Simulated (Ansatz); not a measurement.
The cluster Tl₄H₅⁻, relaxed as a singlet with RKS B3LYP-D4/def2-SVPD in Ansatz, starting from the GFN1-xTB geometry. Force threshold 0.02 eV/Å.

In the def2 sets Tl takes a core potential; there is no spin–orbit coupling. Another isomer (singlet) lies 0.46 eV lower at PBE0-D4/def2-TZVPD; other spin states weren't run for this one.

Start:

```xyz
9

Tl    0.5152    2.7631    3.5818
Tl   -0.5041   -1.1090   -0.1897
Tl    0.6848   -0.4934   -2.7480
Tl    0.2304    0.1322    2.6019
H     0.4129   -2.6163   -1.1711
H    -1.6965   -0.8996   -1.8349
H     1.3412    1.9162    1.6356
H    -1.2654    1.8598    2.4513
H     0.2814   -1.5528   -4.3268
```

Problem. Estimate the energy that the relaxation releases and the steps that it takes.

Solution. 1.35 eV, in 38 steps; 7.8 min on 4 threads of Intel Xeon on a shared host. The force fell under the threshold at step 37, but the optimiser went on. No frequencies were taken in this run, so the end may be a saddle point.

Problem. Does the start keep its bonding and symmetry?

Solution. Bonds formed: Tl2–H9 (atoms count from 1). Metal–metal contacts that move far: Tl1–Tl4 2.82 to 3.58 Å.

Problem. Predict the relaxed structure.

Solution. 
```xyz
9

Tl   -0.5539    2.4907    1.6146
Tl    0.0490   -0.2284   -0.5861
Tl    0.2774   -1.3350   -3.4936
Tl    0.1869   -0.7730    2.8794
H     1.4116   -1.4398   -1.5839
H     0.2035    0.6444   -2.4454
H     1.1328    1.3386    2.6897
H    -1.5633    0.7422    2.7338
H    -1.1441   -1.4396   -1.8085
```
Bond lengths (bridged metal pairs left out): 1 × Tl–Tl 3.12 Å; 3 × H–Tl 2.06 to 2.09 Å.
